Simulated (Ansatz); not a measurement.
Reaction (substitution at a C–N bond): `O=Nc1ccccc1` + `NN` → `NNc1ccccc1` + `N=O`

Program: Ansatz. Geometries: PBE0-D4/def2-TZVP. ΔE: electronic, gas phase. CCSD(T)/CBS is the MP2 limit (def2-TZVPP, def2-QZVPP) plus CCSD(T) − MP2 in def2-TZVPP, frozen cores. This one scheme is used for every species. Functionals use def2-TZVPP. HSE06 is defined as in plane-wave codes. Each species was taken in one conformer, which may not be the lowest.

```csv
level,ΔE (kJ/mol),difference from CCSD(T)/CBS
LDA (SPW92),23.2,-1.7
HSE06-D4,23.8,-1.1
CAM-B3LYP-D4,24.5,-0.4
B2PLYP,29.6,4.7
BLYP,37.6,12.7
HF/def2-SVP,14.1,-10.8
HF/def2-TZVPP,27.1,2.2
HF/def2-QZVPP,28.0,3.1
HF/CBS(def2),28.1,3.2
CCSD/CBS(def2),23.1,-1.8
CCSD(T)/CBS,24.9,0
```

Largest T1 diagnostic among the species: 0.015.

From BLYP to BHLYP (50 % exact exchange), in def2-TZVPP and without D4, ΔE moves by −8.6 kJ/mol. In def2-TZVPP, CCSD(T) changes the Hartree–Fock value by −5.0 kJ/mol (the triples alone add +1.9 kJ/mol) and MP2 by −3.6 kJ/mol. At CCSD(T), def2-SVP lies −19.0 kJ/mol from the extrapolated value and def2-TZVPP −2.9 kJ/mol.
